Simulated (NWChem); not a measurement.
System: C2H6N, doublet; SMILES N[CH]C

Program: NWChem. Pople sets run with spherical d functions. Spin-unrestricted. No stability test was run on the SCF state. B3LYP is NWChem's, with the RPA form of VWN correlation. Each level has its own optimisation; frequencies are unscaled. Brackets give each atom's bonded neighbours. One conformer.

```json
[
 {"level": "UHF/3-21G", "r C–C (Å)": "1.508", "r C–N (Å)": "1.412", "r C–H [C(CHN)–H(C)] (Å)": "1.075", "r H–N (Å)": "0.999", "highest harmonic frequency (cm⁻¹)": "3839", "lowest (cm⁻¹)": "192", "zero-point energy (kcal/mol)": "52.4", "dipole (D)": "0.82"},
 {"level": "BLYP/def2-SVP", "r C–C (Å)": "1.499", "r C–N (Å)": "1.411", "r C–H [C(CHN)–H(C)] (Å)": "1.103", "r H–N (Å)": "1.027", "highest harmonic frequency (cm⁻¹)": "3485", "lowest (cm⁻¹)": "190", "zero-point energy (kcal/mol)": "47.5", "dipole (D)": "1.17"},
 {"level": "PBE/def2-SVP", "r C–C (Å)": "1.490", "r C–N (Å)": "1.403", "r C–H [C(CHN)–H(C)] (Å)": "1.103", "r H–N (Å)": "1.026", "highest harmonic frequency (cm⁻¹)": "3530", "lowest (cm⁻¹)": "190", "zero-point energy (kcal/mol)": "47.8", "dipole (D)": "1.17"},
 {"level": "B3LYP/6-31G*", "r C–C (Å)": "1.494", "r C–N (Å)": "1.407", "r C–H [C(CHN)–H(C)] (Å)": "1.088", "r H–N (Å)": "1.016", "highest harmonic frequency (cm⁻¹)": "3594", "lowest (cm⁻¹)": "189", "zero-point energy (kcal/mol)": "49.7", "dipole (D)": "1.08"}
]
```
